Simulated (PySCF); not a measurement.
## Excitation energy of Co by level of theory

Co [Ar] 3d7 4s2 (4F) → Co [Ar] 3d6 4s2 5s1 (6D), as a difference of total energies. Computed with PySCF 2.14 in aug-cc-pwCVTZ-DK with one added diffuse shell each of s, p, d, f, g type (11s10p8d5f4g, 152 functions), with scalar relativity by spin-free X2C-1e. Correlated levels: valence: [Ar] frozen; valence and next inner shell: [Ne] frozen; nothing frozen. The calculations carry no spin-orbit coupling.

```tsv
method	excitation energy (eV)
UHF	8.092
LDA	10.819
PBE	10.644
PBE0	10.207
r2SCAN	10.580
MP2 (valence)	9.945
SCS-MP2 (valence)	10.090
MP2 (valence and next inner shell)	10.206
SCS-MP2 (valence and next inner shell)	10.204
MP2 (all electrons)	10.221
SCS-MP2 (all electrons)	10.208
```

Q: How much does correlation contribute at MP2 (all electrons)?

A: 10.221 − (8.092) = 2.129 eV, measured against UHF.

A first-order spin-orbit estimate (lowest level to lowest level, LS coupling) adds 0.029 eV.

The upper state lies above the first ionisation limit, but in LS coupling its spin forbids autoionisation to the ground ion. A Rydberg-like electron needs more diffuse functions than a valence basis has.

The promoted electron is Rydberg-like, and one or two diffuse shells describe it only roughly, which tends to raise the upper state.
